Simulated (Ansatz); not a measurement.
A short molecular-dynamics run on CH$_{4}$AlBrOS, SMILES `O[CH2][Al]([SH])[Br]`.

```yaml
crystal:
  periodic: [false, false, false]
  atoms:
    - {symbol: O, position_ang: [-1.657485, 0.630387, 0.831828]}
    - {symbol: C, position_ang: [-0.747300, -0.288864, 0.253991]}
    - {symbol: Al, position_ang: [0.917856, 0.627990, -0.246672]}
    - {symbol: S, position_ang: [2.550463, -0.481645, -1.166419]}
    - {symbol: Br, position_ang: [1.274339, 2.821615, 0.074496]}
    - {symbol: H, position_ang: [-2.463205, 0.163808, 1.068520]}
    - {symbol: H, position_ang: [-0.494250, -1.109666, 0.944182]}
    - {symbol: H, position_ang: [-1.160538, -0.768832, -0.647635]}
    - {symbol: H, position_ang: [1.868521, -1.640994, -1.129292]}
basis:
  gaussian: {orbitals: "6-31G*"}
hamiltonian: {xc: {name: BLYP}, dispersion: d4}
md: {timestep: 1 fs, n_steps: 50, ensemble: nve, temperature: 500, initial_velocities: maxwell_boltzmann, seed: 331}
```

```sh
$ ansatz run in.yaml --threads 4 --pin off --events-out ev --progress --plain --max-ram 10444MiB
```

```csv
step,time (fs),potential energy (eV),kinetic (eV),T (K),conserved (eV)
0,0.0,-90621.1724,0.4524,500,-90620.7200
1,1.0,-90621.1669,0.4453,492,-90620.7216
2,2.0,-90621.1288,0.4079,451,-90620.7208
3,3.0,-90621.0689,0.3499,387,-90620.7190
4,4.0,-90621.0157,0.2978,329,-90620.7179
5,5.0,-90620.9864,0.2682,296,-90620.7182
6,6.0,-90620.9758,0.2566,284,-90620.7192
7,7.0,-90620.9700,0.2510,277,-90620.7190
8,8.0,-90620.9718,0.2538,280,-90620.7180
9,9.0,-90620.9937,0.2748,304,-90620.7189
10,10.0,-90621.0237,0.3033,335,-90620.7204
11,11.0,-90621.0411,0.3210,355,-90620.7201
12,12.0,-90621.0476,0.3284,363,-90620.7193
13,13.0,-90621.0554,0.3362,372,-90620.7192
14,14.0,-90621.0648,0.3447,381,-90620.7201
15,15.0,-90621.0623,0.3415,377,-90620.7209
16,16.0,-90621.0366,0.3165,350,-90620.7201
17,17.0,-90621.0002,0.2821,312,-90620.7181
18,18.0,-90620.9812,0.2631,291,-90620.7181
19,19.0,-90620.9800,0.2602,288,-90620.7198
20,20.0,-90620.9725,0.2525,279,-90620.7200
21,21.0,-90620.9554,0.2368,262,-90620.7186
22,22.0,-90620.9479,0.2301,254,-90620.7178
23,23.0,-90620.9618,0.2433,269,-90620.7185
24,24.0,-90620.9861,0.2661,294,-90620.7200
25,25.0,-90620.9996,0.2794,309,-90620.7203
26,26.0,-90621.0002,0.2816,311,-90620.7186
27,27.0,-90621.0109,0.2928,324,-90620.7181
28,28.0,-90621.0392,0.3195,353,-90620.7198
29,29.0,-90621.0620,0.3413,377,-90620.7207
30,30.0,-90621.0649,0.3450,381,-90620.7199
31,31.0,-90621.0581,0.3391,375,-90620.7189
32,32.0,-90621.0558,0.3369,372,-90620.7189
33,33.0,-90621.0588,0.3389,375,-90620.7198
34,34.0,-90621.0536,0.3330,368,-90620.7206
35,35.0,-90621.0313,0.3116,344,-90620.7197
36,36.0,-90621.0049,0.2862,316,-90620.7188
37,37.0,-90620.9870,0.2673,295,-90620.7197
38,38.0,-90620.9662,0.2461,272,-90620.7201
39,39.0,-90620.9370,0.2181,241,-90620.7189
40,40.0,-90620.9155,0.1976,218,-90620.7179
41,41.0,-90620.9167,0.1985,219,-90620.7182
42,42.0,-90620.9356,0.2161,239,-90620.7196
43,43.0,-90620.9521,0.2316,256,-90620.7205
44,44.0,-90620.9536,0.2343,259,-90620.7194
45,45.0,-90620.9568,0.2390,264,-90620.7178
46,46.0,-90620.9822,0.2632,291,-90620.7190
47,47.0,-90621.0128,0.2917,322,-90620.7211
48,48.0,-90621.0189,0.2980,329,-90620.7209
49,49.0,-90621.0010,0.2816,311,-90620.7193
50,50.0,-90620.9818,0.2635,291,-90620.7183
```

Velocities are drawn at the set temperature; a run this short doesn't reach equilibrium.

Frames (Å, forces in eV/Å):

```xyz
9
time=0.0 fs
O    -1.657    0.630    0.832    0.361    1.125    0.090
C    -0.747   -0.289    0.254    0.121   -0.246   -0.103
Al    0.918    0.628   -0.247   -0.148   -0.002    0.063
S     2.550   -0.482   -1.166    0.560    0.176   -0.197
Br    1.274    2.822    0.074    0.079    0.496    0.073
H    -2.463    0.164    1.069   -0.792   -0.515    0.221
H    -0.494   -1.110    0.944    0.124   -0.336    0.197
H    -1.161   -0.769   -0.648   -0.097   -0.224   -0.329
H     1.869   -1.641   -1.129   -0.210   -0.474   -0.014
9
time=2.0 fs
O    -1.640    0.637    0.822   -1.663    1.042    1.120
C    -0.754   -0.272    0.269    0.342   -1.532   -0.778
Al    0.911    0.634   -0.249    0.087   -0.283    0.001
S     2.561   -0.480   -1.167    0.109   -0.136   -0.104
Br    1.271    2.816    0.075    0.089    0.653    0.094
H    -2.454    0.146    1.122    0.505    0.378   -0.206
H    -0.548   -1.136    0.948    0.213    0.056   -0.064
H    -1.196   -0.742   -0.649    0.259   -0.084   -0.028
H     1.835   -1.636   -1.151    0.060   -0.093   -0.035
9
time=4.0 fs
O    -1.625    0.646    0.815   -2.615    1.284    1.840
C    -0.759   -0.259    0.281    0.578   -2.535   -1.316
Al    0.904    0.639   -0.251    0.296   -0.554   -0.058
S     2.572   -0.479   -1.168   -0.351   -0.454   -0.036
Br    1.268    2.810    0.075    0.099    0.803    0.115
H    -2.427    0.141    1.168    0.847    0.761   -0.416
H    -0.593   -1.161    0.949    0.288    0.421   -0.260
H    -1.221   -0.719   -0.652    0.502   -0.018    0.171
H     1.804   -1.634   -1.173    0.355    0.294   -0.039
9
time=6.0 fs
O    -1.617    0.658    0.812   -1.937    1.957    1.687
C    -0.762   -0.255    0.290    0.759   -2.660   -1.609
Al    0.898    0.643   -0.253    0.469   -0.792   -0.101
S     2.583   -0.479   -1.169   -0.599   -0.477    0.011
Br    1.265    2.804    0.076    0.109    0.937    0.135
H    -2.372    0.163    1.200   -0.119    0.301   -0.008
H    -0.627   -1.170    0.940    0.363    0.435   -0.172
H    -1.228   -0.696   -0.649    0.494   -0.080    0.091
H     1.786   -1.622   -1.197    0.461    0.378   -0.034
9
time=8.0 fs
O    -1.614    0.675    0.814   -0.640    2.364    0.934
C    -0.763   -0.259    0.293    0.744   -1.854   -1.593
Al    0.892    0.646   -0.256    0.606   -0.971   -0.120
S     2.593   -0.479   -1.170   -0.572   -0.160    0.057
Br    1.262    2.799    0.076    0.118    1.048    0.152
H    -2.322    0.196    1.232   -1.250   -0.386    0.646
H    -0.647   -1.164    0.926    0.417    0.070    0.168
H    -1.216   -0.677   -0.644    0.260   -0.223   -0.204
H     1.785   -1.596   -1.222    0.316    0.111   -0.039
9
time=10.0 fs
O    -1.612    0.697    0.817   -0.850    1.281    0.955
C    -0.762   -0.268    0.291    0.476   -0.700   -1.296
Al    0.888    0.648   -0.258    0.715   -1.081   -0.123
S     2.602   -0.479   -1.171   -0.359    0.342    0.117
Br    1.259    2.795    0.077    0.127    1.130    0.165
H    -2.315    0.217    1.286   -0.495    0.055    0.216
H    -0.651   -1.155    0.918    0.415   -0.330    0.470
H    -1.195   -0.667   -0.645   -0.039   -0.347   -0.436
H     1.795   -1.567   -1.249    0.009   -0.350   -0.066
9
time=12.0 fs
O    -1.612    0.722    0.823   -1.263   -0.144    1.185
C    -0.759   -0.281    0.285    0.039   -0.027   -0.817
Al    0.884    0.649   -0.261    0.790   -1.141   -0.123
S     2.610   -0.479   -1.172   -0.240    0.646    0.171
Br    1.256    2.791    0.078    0.136    1.181    0.174
H    -2.325    0.241    1.347    0.622    0.660   -0.586
H    -0.640   -1.158    0.928    0.301   -0.233    0.347
H    -1.175   -0.669   -0.663   -0.203   -0.328   -0.257
H     1.807   -1.550   -1.279   -0.181   -0.615   -0.094
9
time=14.0 fs
O    -1.616    0.747    0.832   -0.586   -0.753    0.631
C    -0.756   -0.293    0.276   -0.388    0.133   -0.319
Al    0.881    0.647   -0.264    0.818   -1.166   -0.128
S     2.619   -0.478   -1.173   -0.431    0.468    0.169
Br    1.253    2.788    0.078    0.144    1.197    0.179
H    -2.315    0.288    1.388    0.607    0.465   -0.610
H    -0.618   -1.168    0.949    0.095    0.234   -0.095
H    -1.162   -0.683   -0.690   -0.225   -0.182    0.242
H     1.812   -1.556   -1.312   -0.034   -0.398   -0.070
9
time=16.0 fs
O    -1.620    0.770    0.842    0.962   -0.549   -0.713
C    -0.754   -0.305    0.266   -0.674    0.345    0.083
Al    0.880    0.644   -0.267    0.795   -1.156   -0.139
S     2.627   -0.477   -1.173   -0.758    0.043    0.109
Br    1.250    2.785    0.079    0.151    1.178    0.179
H    -2.284    0.351    1.408   -0.417   -0.381    0.249
H    -0.591   -1.170    0.967   -0.089    0.501   -0.385
H    -1.158   -0.705   -0.707   -0.244   -0.046    0.609
H     1.816   -1.576   -1.347    0.273    0.064    0.009
9
time=18.0 fs
O    -1.622    0.793    0.850    1.687   -0.578   -1.450
C    -0.755   -0.315    0.257   -0.799    0.877    0.362
Al    0.879    0.640   -0.270    0.732   -1.107   -0.162
S     2.634   -0.475   -1.174   -0.926   -0.231    0.047
Br    1.247    2.783    0.080    0.155    1.124    0.175
H    -2.268    0.400    1.436   -0.795   -0.765    0.645
H    -0.568   -1.154    0.972   -0.156    0.329   -0.272
H    -1.164   -0.728   -0.703   -0.343   -0.016    0.570
H     1.831   -1.594   -1.382    0.445    0.367    0.084
9
time=20.0 fs
O    -1.621    0.813    0.855    0.764   -1.364   -0.646
C    -0.758   -0.323    0.248   -0.810    1.606    0.523
Al    0.880    0.634   -0.274    0.640   -1.030   -0.200
S     2.640   -0.474   -1.174   -0.824   -0.175    0.039
Br    1.244    2.781    0.081    0.155    1.039    0.168
H    -2.278    0.423    1.485    0.306   -0.188   -0.344
H    -0.551   -1.126    0.967   -0.098   -0.130    0.154
H    -1.183   -0.753   -0.677   -0.497   -0.090    0.203
H     1.862   -1.599   -1.414    0.364    0.331    0.103
9
time=22.0 fs
O    -1.617    0.830    0.859    0.226   -1.811   -0.111
C    -0.763   -0.326    0.242   -0.806    1.986    0.646
Al    0.882    0.626   -0.278    0.524   -0.936   -0.252
S     2.644   -0.473   -1.174   -0.500    0.187    0.105
Br    1.242    2.780    0.082    0.149    0.925    0.158
H    -2.277    0.438    1.522    0.915    0.158   -0.949
H    -0.537   -1.103    0.968   -0.042   -0.374    0.432
H    -1.220   -0.781   -0.643   -0.542   -0.117   -0.073
H     1.906   -1.592   -1.442    0.075   -0.019    0.045
9
time=24.0 fs
O    -1.613    0.843    0.862    0.746   -1.574   -0.623
C    -0.771   -0.323    0.237   -0.880    1.587    0.792
Al    0.884    0.617   -0.282    0.390   -0.833   -0.305
S     2.649   -0.471   -1.174   -0.150    0.594    0.198
Br    1.239    2.780    0.083    0.142    0.786    0.143
H    -2.245    0.457    1.526    0.394   -0.113   -0.430
H    -0.525   -1.092    0.983   -0.119   -0.093    0.200
H    -1.278   -0.812   -0.611   -0.296    0.065    0.069
H     1.953   -1.586   -1.469   -0.227   -0.417   -0.044
9
time=26.0 fs
O    -1.607    0.853    0.864    1.719   -0.953   -1.672
C    -0.782   -0.314    0.235   -0.999    0.893    0.891
Al    0.887    0.607   -0.286    0.240   -0.726   -0.346
S     2.653   -0.469   -1.174   -0.034    0.616    0.194
Br    1.237    2.779    0.085    0.133    0.630    0.124
H    -2.199    0.472    1.515   -0.657   -0.681    0.710
H    -0.518   -1.085    1.006   -0.235    0.316   -0.199
H    -1.346   -0.841   -0.576    0.117    0.341    0.339
H     1.992   -1.595   -1.497   -0.283   -0.436   -0.041
9
time=28.0 fs
O    -1.597    0.859    0.861    1.312   -1.025   -1.245
C    -0.796   -0.303    0.236   -0.980    0.507    0.889
Al    0.890    0.596   -0.291    0.070   -0.612   -0.363
S     2.657   -0.467   -1.173   -0.143    0.197    0.051
Br    1.234    2.779    0.086    0.123    0.467    0.102
H    -2.174    0.462    1.527   -0.447   -0.396    0.481
H    -0.520   -1.066    1.022   -0.232    0.428   -0.324
H    -1.410   -0.858   -0.529    0.392    0.458    0.318
H     2.021   -1.620   -1.526   -0.096   -0.024    0.091
9
time=30.0 fs
O    -1.584    0.864    0.856    0.106   -1.456    0.135
C    -0.814   -0.290    0.240   -0.687    0.570    0.775
Al    0.894    0.583   -0.297   -0.113   -0.482   -0.357
S     2.661   -0.464   -1.173   -0.234   -0.252   -0.116
Br    1.232    2.780    0.087    0.112    0.302    0.077
H    -2.165    0.439    1.555    0.444    0.434   -0.605
H    -0.530   -1.032    1.027   -0.074    0.174   -0.082
H    -1.461   -0.857   -0.471    0.363    0.304   -0.066
H     2.046   -1.646   -1.552    0.083    0.406    0.239
9
time=32.0 fs
O    -1.571    0.865    0.851   -0.373   -1.154    0.639
C    -0.833   -0.274    0.246   -0.154    0.784    0.562
Al    0.897    0.571   -0.303   -0.296   -0.329   -0.329
S     2.664   -0.461   -1.173   -0.162   -0.401   -0.194
Br    1.229    2.780    0.089    0.102    0.138    0.051
H    -2.141    0.431    1.563    0.515    0.692   -0.751
H    -0.543   -0.992    1.029    0.140   -0.236    0.302
H    -1.497   -0.845   -0.415    0.128   -0.017   -0.569
H     2.074   -1.656   -1.569    0.099    0.522    0.289
9
time=34.0 fs
O    -1.559    0.863    0.848   -0.022   -0.004    0.015
C    -0.853   -0.257    0.254    0.402    0.459    0.315
Al    0.900    0.557   -0.310   -0.453   -0.154   -0.281
S     2.668   -0.459   -1.173    0.077   -0.176   -0.145
Br    1.227    2.780    0.090    0.093   -0.019    0.024
H    -2.100    0.447    1.545   -0.315    0.226    0.263
H    -0.551   -0.960    1.041    0.210   -0.397    0.356
H    -1.529   -0.834   -0.381    0.067   -0.186   -0.755
H     2.105   -1.648   -1.575   -0.057    0.251    0.206
9
time=36.0 fs
O    -1.546    0.861    0.844    0.143    1.161   -0.471
C    -0.872   -0.238    0.263    0.828   -0.619    0.062
Al    0.902    0.544   -0.317   -0.573    0.035   -0.210
S     2.671   -0.457   -1.173    0.387    0.265   -0.018
Br    1.225    2.781    0.092    0.083   -0.163   -0.003
H    -2.070    0.472    1.537   -0.987   -0.184    1.128
H    -0.551   -0.942    1.066    0.070   -0.208   -0.044
H    -1.557   -0.829   -0.374    0.340   -0.044   -0.485
H     2.134   -1.631   -1.574   -0.292   -0.243    0.040
9
time=38.0 fs
O    -1.533    0.862    0.840   -1.054    1.408    0.827
C    -0.888   -0.222    0.272    1.218   -1.792   -0.216
Al    0.903    0.531   -0.324   -0.658    0.237   -0.121
S     2.675   -0.454   -1.173    0.571    0.484    0.036
Br    1.223    2.781    0.093    0.075   -0.290   -0.030
H    -2.075    0.493    1.567   -0.243    0.314    0.128
H    -0.549   -0.933    1.090   -0.102   -0.002   -0.461
H    -1.571   -0.825   -0.386    0.599    0.162   -0.108
H     2.152   -1.622   -1.570   -0.407   -0.521   -0.056
9
time=40.0 fs
O    -1.523    0.866    0.838   -2.069    1.606    1.955
C    -0.900   -0.210    0.280    1.605   -2.373   -0.469
Al    0.904    0.517   -0.332   -0.712    0.450   -0.019
S     2.680   -0.452   -1.173    0.502    0.176   -0.087
Br    1.221    2.781    0.094    0.068   -0.402   -0.059
H    -2.088    0.525    1.603    0.498    0.622   -0.867
H    -0.550   -0.923    1.096   -0.168   -0.014   -0.533
H    -1.564   -0.816   -0.402    0.550    0.204    0.054
H     2.155   -1.632   -1.569   -0.275   -0.269    0.025
9
time=42.0 fs
O    -1.518    0.875    0.840   -1.898    1.964    1.583
C    -0.907   -0.207    0.287    1.862   -2.071   -0.601
Al    0.903    0.505   -0.339   -0.730    0.664    0.090
S     2.685   -0.449   -1.173    0.304   -0.364   -0.277
Br    1.219    2.781    0.096    0.062   -0.503   -0.090
H    -2.085    0.580    1.608    0.343    0.292   -0.608
H    -0.557   -0.915    1.083   -0.110   -0.262   -0.205
H    -1.537   -0.799   -0.416    0.199    0.061   -0.069
H     2.148   -1.652   -1.566   -0.032    0.219    0.177
9
time=44.0 fs
O    -1.517    0.888    0.846   -0.684    2.106   -0.044
C    -0.908   -0.210    0.292    1.813   -1.155   -0.547
Al    0.901    0.494   -0.346   -0.697    0.872    0.206
S     2.691   -0.446   -1.173    0.158   -0.687   -0.381
Br    1.216    2.781    0.097    0.055   -0.594   -0.123
H    -2.071    0.644    1.592   -0.542   -0.361    0.658
H    -0.569   -0.918    1.063   -0.013   -0.564    0.272
H    -1.502   -0.780   -0.434   -0.219   -0.114   -0.292
H     2.139   -1.664   -1.557    0.130    0.496    0.250
9
time=46.0 fs
O    -1.518    0.905    0.851   -0.058    1.506   -0.698
C    -0.903   -0.216    0.295    1.415   -0.471   -0.317
Al    0.899    0.483   -0.354   -0.604    1.065    0.331
S     2.697   -0.444   -1.174    0.137   -0.615   -0.347
Br    1.214    2.781    0.098    0.045   -0.673   -0.157
H    -2.076    0.696    1.599   -0.642   -0.584    0.836
H    -0.581   -0.940    1.052   -0.054   -0.528    0.391
H    -1.475   -0.765   -0.462   -0.366   -0.085   -0.233
H     2.135   -1.658   -1.538    0.128    0.385    0.195
9
time=48.0 fs
O    -1.519    0.927    0.856   -0.521    0.425    0.212
C    -0.894   -0.225    0.298    0.823   -0.360   -0.033
Al    0.895    0.475   -0.360   -0.459    1.227    0.453
S     2.703   -0.443   -1.176    0.230   -0.209   -0.211
Br    1.212    2.780    0.100    0.031   -0.740   -0.192
H    -2.102    0.727    1.634    0.363   -0.351   -0.497
H    -0.596   -0.982    1.055   -0.235   -0.067    0.049
H    -1.461   -0.752   -0.499   -0.211    0.127    0.171
H     2.136   -1.638   -1.513   -0.022   -0.054    0.049
9
time=50.0 fs
O    -1.522    0.949    0.860   -0.490   -0.420    0.469
C    -0.882   -0.234    0.300    0.220   -0.272    0.163
Al    0.891    0.468   -0.366   -0.277    1.345    0.553
S     2.709   -0.442   -1.177    0.310    0.213   -0.079
Br    1.210    2.779    0.101    0.016   -0.793   -0.224
H    -2.116    0.744    1.652    0.779   -0.243   -1.039
H    -0.620   -1.027    1.060   -0.345    0.394   -0.281
H    -1.455   -0.735   -0.528   -0.032    0.270    0.521
H     2.135   -1.620   -1.485   -0.181   -0.496   -0.083
```

It took 43 s on 4 threads of a server CPU on a shared host, with 0.18 GiB of host memory at the peak.
